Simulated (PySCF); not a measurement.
C₄H₅FO.

```xyz
11

C      1.8287    -0.1197    -0.5639
C      0.6312    -0.4152     0.2980
O     -0.2611    -1.4144    -0.3241
C     -1.2877    -0.4671    -0.2874
C     -0.5579     0.5096     0.2730
F     -0.7354     1.7629     0.6622
H      2.4189     0.6992    -0.1232
H      1.5081     0.1780    -1.5731
H      2.4751    -1.0074    -0.6397
H      0.9101    -0.7768     1.3034
H     -2.2910    -0.6903    -0.6518
```

Geometry: r2SCAN-D4/def2-SVP. The structure was generated by enumeration; whether it is a known compound was not checked.

The numbers are results of PBE0/pcSseg-1 (PySCF), not measurements. Non-relativistic, no solvent.

Computed absolute GIAO shielding of each atom: isotropic value and principal components (ppm):
| atom | σ(iso) | σ11 | σ22 | σ33 | span |
|---|---|---|---|---|---|
| C1 | 164.3 | 148.5 | 162.5 | 182.0 | 33.5 |
| C2 | 94.1 | 55.9 | 82.6 | 143.9 | 88.1 |
| O3 | 219.8 | 108.2 | 245.5 | 305.6 | 197.4 |
| C4 | 45.5 | -11.9 | 67.0 | 81.3 | 93.2 |
| C5 | 30.7 | -45.9 | 47.1 | 90.8 | 136.7 |
| F6 | 313.4 | 266.4 | 302.4 | 371.4 | 105.1 |
| H7 | 29.8 | 26.1 | 27.5 | 35.9 | 9.8 |
| H8 | 29.9 | 26.6 | 28.3 | 34.8 | 8.2 |
| H9 | 29.4 | 25.6 | 27.0 | 35.6 | 9.9 |
| H10 | 26.0 | 23.7 | 25.7 | 28.6 | 4.9 |
| H11 | 25.0 | 23.1 | 23.7 | 28.3 | 5.3 |
